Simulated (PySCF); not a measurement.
# Vibration and rotation of LaS

UHF-CCSD(T) constants of LaS, doublet, about 0.1 electrons in the 4f shell (Mulliken) (PySCF, spin-free X2C with a Gaussian nucleus, basis sets La x2c-TZVPall, S x2c-TZVPall; masses 138.9063 and 31.9721 u):

```
ωe                     : 450.2 cm⁻¹
ωexe                   : 0.85 cm⁻¹
Be                     : 0.11306 cm⁻¹
αe                     : 0.000302 cm⁻¹
De to La (5d1 6s2) + S : 5.61 eV
```

(1) What force constant and bond length do these constants imply?

(2) Estimate the centrifugal constant D from the Kratzer relation and find the Dunham coefficient a1.

Correlated steps freeze 23 core orbitals. These are scalar-relativistic numbers at best; spin–orbit coupling would shift them, the dissociation energy most. The state is the lowest single determinant that the PBE0 search found; with open d or f shells the true ground state can be another one.

Results:

(1) Reduced mass μred = 25.990 u; k = 5.8918×10⁻⁷·μred·ωe² (u, cm⁻¹, mdyn/Å) = 3.10 mdyn/Å; Re = √(16.8576/(μred·Be)) (u, cm⁻¹, Å) = 2.395 Å.

(2) D = 4Be³/ωe² = 2.85e-08 cm⁻¹; a1 = −1 − αeωe/(6Be²) = -2.77.
